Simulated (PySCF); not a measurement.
Several structures and their simulated spectra, in scrambled order.

A. `InChI=1S/C3H4F3NSi/c4-8(5,6)3-1-2-7/h1-3,7H/b3-1-,7-2-`
B. `InChI=1S/C2H6N2/c1-3-4-2/h4H,1H2,2H3`
C. SMILES [SiH2]1[Si](C(=C)F)(O)[SiH2]O1

Spectrum 1. ¹H NMR (500 MHz, computed): δ 6.17 (d, J = 11.0 Hz, 1H), 5.95 (d, J = 11.0 Hz, 1H), 5.22 (br s, 1H), 2.80 (s, 3H). ¹³C{¹H} NMR (computed): δ 115.1 (CH2), 31.8 (CH3).

Spectrum 2. ¹H NMR (500 MHz, computed): δ 11.67 (br s, 1H), 8.24 (d, 1H), 6.68 (m, 1H), 6.07 (m, 1H). ¹³C{¹H} NMR (computed): δ 172.3 (CH), 161.2 (CH), 128.1 (CH).

Spectrum 3. ¹H NMR (500 MHz, computed): δ 5.90 (m, 2H), 5.87 (m, 2H), 5.85 (m, 1H), 5.60 (m, 1H), 1.61 (br s, 1H). ¹³C{¹H} NMR (computed): δ 178.4 (C), 113.9 (CH2).

Computational details: J couplings at B3LYP/pcJ-1 (spin–dipole term left out of most H,H and C,H couplings), shieldings: GIAO PBE0/pcSseg-1, GFN2-xTB geometry, in PySCF (no relativistic terms, no solvent model, one averaged value for each set of equivalent atoms, a single conformation).

Referencing at the same level of theory: ¹H and ¹³C against TMS. Multiplet labels drop J under 1 Hz and among equivalent protons, and merge close values. Unscaled 3J(H,H) run several per cent high. Splittings of carbon signals by F and P are missing where no couplings were computed. Where no couplings were computed, multiplicities follow the n + 1 count of equivalent neighbours, and m marks all less simple cases (inequivalent or close neighbours, rings, F or P nearby). Shifts are as computed. Against solution values, carbons near 30 ppm lie about +3 ppm off and those near 130 ppm about +5 ppm. Of 1211 compounds with measured shifts, 218 miss one by over three times the rms of a fit or turn the order of signals round; such compounds aren't used in these exercises. OH and NH positions are gas-phase values without hydrogen bonding to other molecules.

Match each spectrum to its structure.

Answers

1–B, 2–A, 3–C.

- Spectrum 1 (B): 2 ¹³C signals; δC 31.8 is a methyl carbon bonded to N; δH 5.22 is the hydrogen on a nitrogen bonded to O or N.
- Spectrum 2 (A): 3 ¹³C signals; δC 161.2 is an alkene CH; δC 128.1 is an alkene CH.
- Spectrum 3 (C): 2 ¹³C signals; δC 113.9 is a terminal =CH2 carbon; δH 5.85 is the hydrogen on a terminal =CH2 carbon.
